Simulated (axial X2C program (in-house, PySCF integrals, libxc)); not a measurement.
**Levels of CsF⁻ by electron attachment to CsF (EOM-EA-CCSD)**

Computed with an in-house all-electron X2C program for linear molecules (integrals from PySCF): two-component X2C with atomic mean-field Coulomb and Gaunt terms, Gaussian nuclei, basis Cs dyall-acv3z, F dyall-av3z with contracted cores.

R = 2.338 Å (near the PBE0 minimum at charge 0 of the determinant lowest at the starting distance; the state shown can have its own minimum elsewhere).

Hartree–Fock spinors of CsF (one of each Kramers pair; a window near the gap, which can cut inner shells):

| ω | occupied | ε (eV) | character |
| --- | --- | --- | --- |
| 1/2 | yes | -18.64 | 93% Cs p, 5% F p |
| 1/2 | yes | -17.01 | 83% Cs p, 14% F p |
| 3/2 | yes | -16.88 | 98% Cs p |
| 1/2 | yes | -11.75 | 96% F p, 2% Cs d |
| 3/2 | yes | -11.69 | 95% F p, 2% Cs d |
| 1/2 | yes | -11.16 | 78% F p, 14% Cs p, 5% Cs d |
| 1/2 | no | -0.11 | 69% Cs s, 31% Cs p |
| 1/2 | no | 0.12 | 99% Cs p |
| 3/2 | no | 0.12 | 99% Cs p |
| 1/2 | no | 0.19 | 82% Cs p, 18% Cs s |
| 1/2 | no | 0.33 | 79% Cs s, 19% Cs p |
| 1/2 | no | 0.43 | 90% Cs p, 10% Cs d |

Levels of CsF⁻ obtained by attaching an electron to CsF:

```json
{"Ω": "1/2", "binding energy (eV)": "0.145", "above lowest (cm⁻¹)": "0", "attached spinor": "71% Cs sσ, 28% Cs pσ", "one-particle weight": "1.00"}
{"Ω": "1/2", "binding energy (eV)": "-0.115", "above lowest (cm⁻¹)": "2104", "attached spinor": "98% Cs pπ", "one-particle weight": "1.00"}
{"Ω": "3/2", "binding energy (eV)": "-0.116", "above lowest (cm⁻¹)": "2107", "attached spinor": "98% Cs pπ", "one-particle weight": "1.00"}
{"Ω": "1/2", "binding energy (eV)": "-0.171", "above lowest (cm⁻¹)": "2550", "attached spinor": "80% Cs pσ, 20% Cs sσ", "one-particle weight": "1.00"}
{"Ω": "1/2", "binding energy (eV)": "-0.309", "above lowest (cm⁻¹)": "3661", "attached spinor": "78% Cs sσ, 20% Cs pσ", "one-particle weight": "1.00"}
{"Ω": "1/2", "binding energy (eV)": "-0.420", "above lowest (cm⁻¹)": "4563", "attached spinor": "89% Cs pπ, 10% Cs dπ", "one-particle weight": "1.00"}
{"Ω": "3/2", "binding energy (eV)": "-0.424", "above lowest (cm⁻¹)": "4588", "attached spinor": "90% Cs pπ, 10% Cs dπ", "one-particle weight": "1.00"}
```

Negative binding energies belong to unbound states, resonances or levels that the basis set holds; within some tenths of an eV of zero the sign is not settled.

This point took 32 s on 1 thread of Arm Neoverse N1, with other jobs on the host.

Reference electrons by ω block (each with its −ω partner): 1/2: 21, 3/2: 9, 5/2: 2. 16 electrons of CsF correlated (inner shells frozen), 88 natural virtual spinors (a truncated set); levels can be off by some tenths of an eV. Roots sought by Ω: (1/2: 5, 3/2: 4, 5/2: 2, 7/2: 1); rows need 60 % one-particle weight and stop where some Ω has no more roots. Missing are any skipped roots, higher Ω and states of a further excitation; these come out far too high here and may in truth be low or lowest. T1 of the reference 0.011 (Lee–Taylor). Number of frozen shells: Cs 4 s, 3 p, 2 d; F 1 s.
